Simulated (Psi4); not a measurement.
ClIn, charge +1, doublet, geometry from GFN2-xTB (such geometries of metal compounds can be far from the true shape) (a state made from the parent by changing its charge; the spin is typed, not shown lowest) (core potentials on In); CAM-B3LYP/def2-SV(P) in Psi4.

Input for Psi4:
```
memory 2 GB

molecule mol {
1 2
  In   -0.000000   -0.000000   -0.646466
  Cl    0.000000    0.000000    1.863344
}

set basis def2-sv(p)
set reference uks
set ints_tolerance 1e-8

energy('cam-b3lyp')
print_variables()
```

What the program printed (banner, timings and long lists left out):

```
   => Loading Basis Set <=

    Name: DEF2-SV(P)
    Role: ORBITAL
    Keyword: BASIS

    !!!  WARNING: ECP capability is in beta. Please check occupations closely.  !!!

         ---------------------------------------------------------
                                   SCF
               by Justin Turney, Rob Parrish, Andy Simmonett
                          and Daniel G. A. Smith
                              UKS Reference
         ---------------------------------------------------------

  ==> Geometry <==

    Molecular point group: c2v
    Full point group: C_inf_v

    Geometry (in Angstrom), charge = 1, multiplicity = 2:

       Center              X                  Y                   Z               Mass
    ------------   -----------------  -----------------  -----------------  -----------------
         IN           0.000000000000     0.000000000000    -0.585598029048   114.903878776000
         CL           0.000000000000     0.000000000000     1.924211970952    34.968852682000

  Running in c2v symmetry.

  Rotational constants: A = ************  B =      0.09982  C =      0.09982 [cm^-1]
  Rotational constants: A = ************  B =   2992.55443  C =   2992.55443 [MHz]
  Nuclear repulsion =   75.271141723552788

  Charge       = 1
  Multiplicity = 2
  Electrons    = 37
  Nalpha       = 19
  Nbeta        = 18

  ==> Algorithm <==

  SCF Algorithm Type is DF.
  DIIS enabled.
  MOM disabled.
  Fractional occupation disabled.
  Guess Type is SAD.
  Energy threshold   = 1.00e-06
  Density threshold  = 1.00e-06
  Integral threshold = 1.00e-08

  ==> Primary Basis <==

  Basis Set: DEF2-SV(P)
    Blend: DEF2-SV(P)
    Number of shells: 18
    Number of basis functions: 44
    Number of Cartesian functions: 47
    Spherical Harmonics?: true
    Max angular momentum: 2

  Core potential: DEF2-SV(P)
    Number of shells: 4
    Number of ECP primitives: 18
    Number of ECP core electrons: 28
    Max angular momentum: 3

  ==> DFT Potential <==

   => LibXC <=

    Version 7.1.2
    S. Lehtola, C. Steigemann, M. J. T. Oliveira, and M. A. L. Marques,  SoftwareX 7, 1–5 (2018) (10.1016/j.softx.2017.11.002)

   => Composite Functional: CAM-B3LYP <=

    CAM-B3LYP Hyb-GGA Exchange-Correlation Functional

    T. Yanai, D. P. Tew, and N. C. Handy,  Chem. Phys. Lett. 393, 51 (2004) (10.1016/j.cplett.2004.06.011)

    Deriv               =              1
    GGA                 =           TRUE
    Meta                =          FALSE

    Exchange Hybrid     =           TRUE
    MP2 Hybrid          =          FALSE

   => Exchange Functionals <=

    0.3500         Becke 88 [omega = 0.3300]
    0.4600   Short-range recipe for B88 functional - erf [omega = 0.3300]

   => Exact (HF) Exchange <=

    0.4600            HF,LR [omega = 0.3300]
    0.1900               HF

   => Correlation Functionals <=

    0.1900   Vosko, Wilk & Nusair (VWN5)
    0.8100   Lee, Yang & Parr

   => LibXC Density Thresholds  <==

    XC_HYB_GGA_XC_CAM_B3LYP:  1.00E-14

   => Molecular Quadrature <=

    Radial Scheme          =       TREUTLER
    Pruning Scheme         =           NONE
    Nuclear Scheme         =       TREUTLER

    Blocking Scheme        =         OCTREE
    BS radius alpha        =              1
    Pruning alpha          =              1
    Radial Points          =             75
    Spherical Points       =            302
    Total Points           =          42415
    Total Blocks           =            413
    Max Points             =            256
    Max Functions          =             44
    Weights Tolerance      =       1.00E-15

   => Loading Basis Set <=

    Name: (DEF2-SV(P) AUX)
    Role: JKFIT
    Keyword: DF_BASIS_SCF

  ==> Integral Setup <==

  SCF_SUBTYPE=INCORE selected. In-core MEM_DF algorithm will be used.
  Using in-core AOs.

  ==> MemDFJK: Density-Fitted J/K Matrices <==

    J tasked:                   Yes
    K tasked:                   Yes
    wK tasked:                  Yes
    Omega:                3.300E-01
    Algorithm:                 Core
    Schwarz Cutoff:           1E-08
    Mask sparsity (%):       1.8595
    Fitting Condition:        1E-10

   => Auxiliary Basis Set <=

  Basis Set: (DEF2-SV(P) AUX)
    Blend: DEF2-UNIVERSAL-JKFIT
    Number of shells: 84
    Number of basis functions: 346
    Number of Cartesian functions: 464
    Spherical Harmonics?: true
    Max angular momentum: 5

  Minimum eigenvalue in the overlap matrix is 3.6346662770E-02.
  Reciprocal condition number of the overlap matrix is 1.1807360306E-02.
    Using symmetric orthogonalization.

  ==> Pre-Iterations <==

  SCF Guess: Superposition of Atomic Densities via on-the-fly atomic UHF (no occupation information).

   -------------------------
    Irrep   Nso     Nmo
   -------------------------
     A1        21      21
     A2         3       3
     B1        10      10
     B2        10      10
   -------------------------
    Total      44      44
   -------------------------

  ==> Iterations <==

                           Total Energy        Delta E     RMS |[F,P]|

   @DF-UKS iter SAD:  -649.01715501198601   -6.49017e+02   0.00000e+00
   @DF-UKS iter   1:  -649.81048205732816   -7.93327e-01   1.14427e-02 DIIS/ADIIS
   @DF-UKS iter   2:  -649.74503192292059    6.54501e-02   1.84275e-02 DIIS/ADIIS
   @DF-UKS iter   3:  -649.89705700373747   -1.52025e-01   1.77978e-03 DIIS/ADIIS
   @DF-UKS iter   4:  -649.89980030083109   -2.74330e-03   1.12176e-03 DIIS/ADIIS
   @DF-UKS iter   5:  -649.90141331713414   -1.61302e-03   3.82872e-04 DIIS/ADIIS
   @DF-UKS iter   6:  -649.90186651012664   -4.53193e-04   1.29625e-04 DIIS/ADIIS
   @DF-UKS iter   7:  -649.90191184570438   -4.53356e-05   5.99398e-05 DIIS
   @DF-UKS iter   8:  -649.90191861094627   -6.76524e-06   2.29924e-05 DIIS
   @DF-UKS iter   9:  -649.90191928276568   -6.71819e-07   2.36692e-06 DIIS
   @DF-UKS iter  10:  -649.90191929042953   -7.66386e-09   4.51289e-07 DIIS
  Energy and wave function converged.

  ==> Post-Iterations <==

   Electrons on quadrature grid:
      Nalpha   =   19.0000001816 ; deviation = 1.816e-07
      Nbeta    =   18.0000001142 ; deviation = 1.142e-07
      Ntotal   =   37.0000002958 ; deviation = 2.958e-07

   @Spin Contamination Metric:   1.421434747E-02
   @S^2 Expected:                7.500000000E-01
   @S^2 Observed:                7.642143475E-01
   @S   Expected:                5.000000000E-01
   @S   Observed:                5.000000000E-01

    Orbital Energies [Eh]
    ---------------------

    Alpha Occupied:

[...]
      10A1    -0.588140

    Alpha Virtual:

[...]
      21A1    60.605034

    Beta Occupied:

[...]
    Beta Virtual:

[...]
    Final Occupation by Irrep:
             A1    A2    B1    B2
    DOCC [     9,    1,    4,    4 ]
    SOCC [     1,    0,    0,    0 ]
    NA   [    10,    1,    4,    4 ]
    NB   [     9,    1,    4,    4 ]

  @DF-UKS Final Energy:  -649.90191929042953

   => Energetics <=

    Nuclear Repulsion Energy =             75.2711417235527875
    One-Electron Energy =               -1110.9364608355072050
    Two-Electron Energy =                 419.2982747305125031
    DFT Exchange-Correlation Energy =     -33.5348749089875469
    Empirical Dispersion Energy =           0.0000000000000000
    VV10 Nonlocal Energy =                  0.0000000000000000
    Total Energy =                       -649.9019192904295323

  UHF NO Occupations:
  HONO-2 :    8 A1 1.9996650
  HONO-1 :    9 A1 1.9933417
  HONO-0 :   10 A1 1.0000000
  LUNO+0 :   11 A1 0.0066583
  LUNO+1 :   12 A1 0.0003350
  LUNO+2 :    5 B2 0.0000453
  LUNO+3 :    5 B1 0.0000453

Computation Completed

Properties will be evaluated at   0.000000,   0.000000,   0.000000 [a0]

Properties computed using the SCF density matrix

 Multipole Moments:

 ------------------------------------------------------------------------------------
     Multipole            Electronic (a.u.)      Nuclear  (a.u.)        Total (a.u.)
 ------------------------------------------------------------------------------------

 L = 1.  Multiply by 2.5417464519 to convert [e a0] to [Debye]
 Dipole X            :          0.0000000            0.0000000            0.0000000
 Dipole Y            :          0.0000000            0.0000000            0.0000000
 Dipole Z            :        -39.7381540           38.5769540           -1.1612000
 Magnitude           :                                                    1.1612000

 ------------------------------------------------------------------------------------

  Variable Map:
  ----------------------------------------------------------------------------
[...]
  Array Variable Map:
  ----------------------------------------------------------------------------
[...]
[...]
```
